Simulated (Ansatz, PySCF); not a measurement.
C2HF4, doublet, geometry from GFN2-xTB. Base run: PySCF with CASSCF(5,5)/6-31G.

Here is a job for PySCF.
```python
from pyscf import gto, scf, mcscf
import numpy

mol = gto.M(
    atom='''
F     1.823829   -0.890224   -0.114339
C     1.117558    0.220693   -0.246507
C    -0.342377    0.170403    0.011261
F    -0.651638    0.020726    1.320367
F    -0.960449   -0.832159   -0.626227
F    -0.913469    1.314632   -0.381703
H     1.664457    1.136652   -0.371398
''',
    basis='6-31g',
    charge=0,
    spin=1,
    verbose=3,
)

mf = scf.ROHF(mol)
mf.kernel()
mc = mcscf.CASSCF(mf, 5, 5)
mc.fix_spin_(ss=0.75)
mc.kernel()
occ = numpy.linalg.eigvalsh(mc.fcisolver.make_rdm1(mc.ci, mc.ncas, mc.nelecas))[::-1]
ss = mc.fcisolver.spin_square(mc.ci, mc.ncas, mc.nelecas)[0]
print('natural occupations', occ.round(4), ' <S^2>', round(ss, 4))
```

Programs used: Ansatz (a first-principles code), PySCF; a row that names a program was run with it.

Variants of this job, named by their change:

| change | ΔE vs base (mEh) | natural occupations | <S^2> of the state |
|---|---|---|---|
| base | 0.000 | 1.98 1.98 1.00 0.02 0.02 | 0.75 |
| solver = newton | -6.605 | 1.98 1.98 1.00 0.03 0.02 | 0.75 |
| fix_spin_ = off | -6.605 | 1.98 1.98 1.00 0.03 0.02 | 0.75 |
| code = ansatz; correction = SC-NEVPT2, all electrons | -603.7 | - | - |
| active space = 7 electrons, 6 orbitals | -14.920 | 1.99 1.98 1.97 1.01 0.03 0.02 | 0.75 |
| orbitals = fixed (CASCI); correction = SC-NEVPT2 | -607.3 | 2.00 2.00 1.00 0.00 0.00 | 0.75 |
| conv_tol = 1e-5 | -6.605 | 1.98 1.98 1.00 0.03 0.02 | 0.75 |
| active space = 3 electrons, 3 orbitals | 19.728 | 1.98 1.00 0.02 | 0.75 |
| active space = 7 electrons, 9 orbitals | -63.054 | 1.99 1.98 1.97 1.00 0.03 0.02 0.01 0.00 0.00 | 0.75 |
| state_average = 2 states | 19.182 | - | - |
| correction = SC-NEVPT2 | -608.3 | 1.98 1.98 1.00 0.02 0.02 | 0.75 |

Active orbitals are taken around the Fermi level unless the row says otherwise; CASSCF can end in different local minima, and two programs can end on different orbitals. State-averaged rows give the lowest state.

Open shells are given as the SCF converged; they aren't shown to be the lowest states, and a large step between rows can be another state.
